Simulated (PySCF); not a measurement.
H2BFOSe (SMILES OB(F)[SeH]), singlet, geometry from GFN2-xTB; PBE0/6-31G, polarisability (PySCF).

Here is a job for PySCF.
```python
from pyscf import gto, scf, dft
from pyscf.prop import polarizability

mol = gto.M(
    atom='''
B    -0.56584048    0.64291002   -0.39835095
F    -1.70676336    0.28414424   -0.97903305
O    -0.17925617    1.91282759   -0.35599184
H    -0.74222450    2.57759269   -0.75569796
Se    0.55283671   -0.70187297    0.39911036
H     1.56989825    0.21161924    0.83693272
''',
    basis='6-31g',
    verbose=4,
)

mf = dft.RKS(mol)
mf.xc = 'pbe0'
mf.kernel()
alpha = mf.Polarizability().polarizability()[2, 2]
print('alpha_zz =', alpha)
```

It wrote (shortened):

```
site-packages/pyscf/prop/efg/rhf.py:45: UserWarning: Module EFG is under testing
  warnings.warn('Module EFG is under testing')
site-packages/pyscf/prop/efg/dhf.py:30: UserWarning: Module EFG is under testing
  warnings.warn('Module EFG is under testing')
site-packages/pyscf/prop/zfs/uhf.py:40: UserWarning: Module ZFS is under testing
  warnings.warn('Module ZFS is under testing')
site-packages/pyscf/prop/gtensor/uhf.py:43: UserWarning: Module g-tensor is under testing
  warnings.warn('Module g-tensor is under testing')
site-packages/pyscf/prop/gtensor/uks.py:41: UserWarning: Module g-tensor is under testing
  warnings.warn('Module g-tensor is under testing')
site-packages/pyscf/prop/hfc/uks.py:35: UserWarning: Module HFC is under testing
  warnings.warn('Module HFC is under testing')
site-packages/pyscf/prop/magnetizability/rhf.py:39: UserWarning: Module magnetizability is under testing
  warnings.warn('Module magnetizability is under testing')
site-packages/pyscf/prop/magnetizability/uhf.py:37: UserWarning: Module magnetizability is under testing
  warnings.warn('Module magnetizability is under testing')
site-packages/pyscf/prop/magnetizability/rks.py:37: UserWarning: Module magnetizability is under testing
  warnings.warn('Module magnetizability is under testing')
site-packages/pyscf/prop/magnetizability/uks.py:39: UserWarning: Module magnetizability is under testing
  warnings.warn('Module magnetizability is under testing')
site-packages/pyscf/prop/polarizability/uhf.py:34: UserWarning: Module polarizability is under testing
  warnings.warn('Module polarizability is under testing')
site-packages/pyscf/prop/polarizability/rks.py:29: UserWarning: Module polarizability is under testing
  warnings.warn('Module polarizability is under testing')
site-packages/pyscf/prop/polarizability/uks.py:29: UserWarning: Module polarizability is under testing
  warnings.warn('Module polarizability is under testing')
PySCF version 2.14.0

[INPUT] verbose = 4
[INPUT] num. atoms = 6
[INPUT] num. electrons = 58
[INPUT] charge = 0
[INPUT] spin (= nelec alpha-beta = 2S) = 0
[INPUT] symmetry False subgroup None
[INPUT] Mole.unit = angstrom
[INPUT] Symbol           X                Y                Z      unit          X                Y                Z       unit  Magmom
[...]
nuclear repulsion = 234.558667728703
number of shells = 30
number of NR pGTOs = 164
number of NR cGTOs = 58
basis = 6-31g
ecp = {}

******** <class 'pyscf.dft.rks.RKS'> ********
method = RKS
initial guess = minao
damping factor = 0
level_shift factor = 0
DIIS = <class 'pyscf.scf.diis.CDIIS'>
diis_start_cycle = 1
diis_space = 8
diis_damp = 0
SCF conv_tol = 1e-09
SCF conv_tol_grad = None
SCF max_cycles = 50
direct_scf = True
direct_scf_tol = 1e-13
XC library pyscf.dft.libxc version 7.1.2
    S. Lehtola, C. Steigemann, M. J. T. Oliveira, and M. A. L. Marques,  SoftwareX 7, 1–5 (2018)
XC functionals = pbe0
    C. Adamo and V. Barone,  J. Chem. Phys. 110, 6158 (1999)
    M. Ernzerhof and G. E. Scuseria,  J. Chem. Phys. 110, 5029 (1999)
radial grids:
    Treutler-Ahlrichs [JCP 102, 346 (1995); DOI:10.1063/1.469408] (M4) radial grids

becke partition: Becke, JCP 88, 2547 (1988); DOI:10.1063/1.454033
pruning grids: <function nwchem_prune>
grids dens level: 3
symmetrized grids: False
atomic radii adjust function: <function treutler_atomic_radii_adjust>
small_rho_cutoff = 0
Set gradient conv threshold to 3.16228e-05
Initial guess from minao.
tot grids = 82432
init E= -2601.4930060485
[...]
cycle= 1 E= -2601.7628051872  delta_E= -0.27  |g|= 0.751  |ddm|=  2.5
[...]
cycle= 2 E= -2601.68354716332  delta_E= 0.0793  |g|= 1.03  |ddm|= 1.23
[...]
cycle= 3 E= -2601.86941403796  delta_E= -0.186  |g|= 0.0724  |ddm|= 0.659
[...]
cycle= 4 E= -2601.87056882874  delta_E= -0.00115  |g|= 0.0302  |ddm|= 0.121
[...]
cycle= 5 E= -2601.87070961205  delta_E= -0.000141  |g|= 0.00881  |ddm|= 0.0247
[...]
cycle= 6 E= -2601.87072472565  delta_E= -1.51e-05  |g|= 0.00194  |ddm|= 0.00935
[...]
cycle= 7 E= -2601.87072535038  delta_E= -6.25e-07  |g|= 0.000284  |ddm|= 0.00194
[...]
cycle= 8 E= -2601.87072537879  delta_E= -2.84e-08  |g|= 8.59e-05  |ddm|= 0.000693
[...]
cycle= 9 E= -2601.87072538168  delta_E= -2.89e-09  |g|= 9.83e-06  |ddm|= 0.000186
[...]
cycle= 10 E= -2601.87072538172  delta_E= -3.77e-11  |g|= 1.17e-06  |ddm|= 1.84e-05
[...]
Extra cycle  E= -2601.87072538172  delta_E= -3.18e-12  |g|= 1.13e-06  |ddm|= 3.12e-06
converged SCF energy = -2601.87072538172
Isotropic polarizability 33.1475537054
Polarizability anisotropy 11.23414317
alpha_zz = 26.455291034603945
```
